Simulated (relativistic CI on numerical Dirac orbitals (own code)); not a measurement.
A reference radial Dirac CI calculation of Pr2+ gave the lowest total energy -9224.64042 Ha in 62 SCF steps, from this input:

```
atom Pr  Z=59  charge=2  electrons=57
nucleus A=141  rms_radius_fm=4.8919
hamiltonian dirac-coulomb  breit=on  qed=on  c_scale=1
orbitals kli  potential=per-configuration
slater_scale 1
correlation none
mixing on
grid step=0.0125 r_max=86.5
scf mixing=0.4 start=green max_iterations=150 tolerance=2e-08 node_fill=0.05
configurations
  [Xe] 4f3
  [Xe] 4f2 5d
  [Xe] 4f2 6s
  [Xe] 4f 5d2
  [Xe] 4f2 6p
end
```

One setting was then changed, and the output read:

```
SCF 1: [Xe] 4f3
 iter      energy (Ha)   residual   last orbital (Ha)
    1     -9224.385450   1.71e+00     -2.05527
    2     -9236.327971   6.27e-01     -1.51829
    3     -9237.413887   2.16e-01     -1.44464
    4     -9237.583412   6.26e-02     -1.47350
    5     -9237.591286   2.00e-02     -1.46910
    6     -9237.589796   2.24e-03     -1.47169
    7     -9237.589566   1.39e-03     -1.47445
    8     -9237.589296   7.03e-05     -1.47502
    9     -9237.589286   3.45e-06     -1.47503
   10     -9237.589287   1.32e-06     -1.47503
   11     -9237.589287   3.15e-08     -1.47503
   12     -9237.589287   2.36e-08     -1.47503
   13     -9237.589287   1.48e-10     -1.47503
SCF 2: [Xe] 4f2 5d
 iter      energy (Ha)   residual   last orbital (Ha)
    1     -9226.054990   1.66e+00     -1.01835
    2     -9236.284771   6.45e-01     -0.73690
    3     -9237.478918   1.96e-01     -0.67753
    4     -9237.609578   7.19e-02     -0.69522
    5     -9237.612804   3.11e-02     -0.68790
    6     -9237.611682   1.42e-03     -0.68115
    7     -9237.611304   2.38e-03     -0.68097
    8     -9237.611537   1.26e-04     -0.68163
    9     -9237.611536   7.38e-05     -0.68161
   10     -9237.611530   3.78e-07     -0.68159
   11     -9237.611530   2.32e-08     -0.68159
   12     -9237.611530   2.06e-08     -0.68159
   13     -9237.611530   2.10e-10     -0.68159
SCF 3: [Xe] 4f2 6s
 iter      energy (Ha)   residual   last orbital (Ha)
    1     -9226.367576   1.65e+00     -0.78694
    2     -9236.226912   6.49e-01     -0.67462
    3     -9237.440649   1.92e-01     -0.63997
    4     -9237.565305   6.94e-02     -0.63954
    5     -9237.567511   4.07e-02     -0.63739
    6     -9237.565442   7.02e-03     -0.63227
    7     -9237.566027   1.15e-03     -0.63279
    8     -9237.566197   5.81e-04     -0.63292
    9     -9237.566152   2.53e-05     -0.63284
   10     -9237.566151   4.35e-06     -0.63284
   11     -9237.566150   1.15e-07     -0.63284
   12     -9237.566150   1.28e-07     -0.63284
   13     -9237.566150   4.27e-10     -0.63284
SCF 4: [Xe] 4f 5d2
 iter      energy (Ha)   residual   last orbital (Ha)
    1     -9227.284958   1.60e+00     -1.01835
    2     -9236.087487   6.49e-01     -0.77194
    3     -9237.336282   1.88e-01     -0.72297
    4     -9237.444326   3.46e-02     -0.74703
    5     -9237.444484   1.19e-02     -0.74102
    6     -9237.443850   5.53e-03     -0.73603
    7     -9237.444222   2.26e-04     -0.73804
    8     -9237.444220   1.78e-04     -0.73804
    9     -9237.444213   4.19e-06     -0.73797
   10     -9237.444213   4.12e-07     -0.73797
   11     -9237.444213   9.35e-09     -0.73797
SCF 5: [Xe] 4f2 6p
 iter      energy (Ha)   residual   last orbital (Ha)
    1     -9226.277675   1.64e+00     -0.59572
    2     -9236.086093   6.48e-01     -0.51988
    3     -9237.306265   1.92e-01     -0.49589
    4     -9237.428947   6.42e-02     -0.49403
    5     -9237.430919   3.64e-02     -0.49274
    6     -9237.429269   6.55e-03     -0.48966
    7     -9237.429881   5.35e-04     -0.49001
    8     -9237.429887   5.10e-04     -0.49000
    9     -9237.429854   2.49e-05     -0.48996
   10     -9237.429852   1.33e-06     -0.48995
   11     -9237.429852   3.52e-07     -0.48995
   12     -9237.429852   1.49e-08     -0.48995
orbital energies (Ha): 4p3/2 -8.3921  4d3/2 -4.8506  4d5/2 -4.7200  5s -2.1491  5p1/2 -1.5769  5p3/2 -1.4750  4f5/2 -0.7677  4f7/2 -0.7550
configuration averages (Ha): Dirac-Coulomb, Breit, QED
  4f3                          -9237.589287    7.833864    0.000000
  4f2 5d                       -9237.611530    7.837069    0.000000
  4f2 6s                       -9237.566150    7.837534    0.000000
  4f 5d2                       -9237.444213    7.841073    0.000000
  4f2 6p                       -9237.429852    7.837576    0.000000
levels: no., configuration, term, J, E (cm-1), weight
   1 4f3                    4I*  9/2              0.0  0.97
   2 4f3                    4I*  11/2          1351.3  0.98
   3 4f2 5d                 4K   11/2          2750.2  0.81
   4 4f3                    4I*  13/2          2823.5  0.99
   5 4f2 5d                 2H   9/2           3120.2  0.67
   6 4f2 5d                 4I   9/2           4340.2  0.67
   7 4f3                    4I*  15/2          4386.4  0.99
   8 4f2 5d                 4K   13/2          4693.0  0.95
   9 4f2 5d                 2H   11/2          4696.6  0.69
  10 4f2 5d                 4I   11/2          5327.1  0.93
  11 4f2 5d                 4G   5/2           5369.6  0.92
  12 4f2 5d                 4G   7/2           6416.2  0.95
  13 4f2 5d                 4K   15/2          6639.5  1.00
  14 4f2 5d                 4I   13/2          6942.8  0.98
lowest total energy -9229.870120 Ha
end: converged
```

Problem. Which setting was changed?
A. QED terms
B. SCF tolerance
C. grid step
D. Slater scale

Solution. A. The QED terms off.
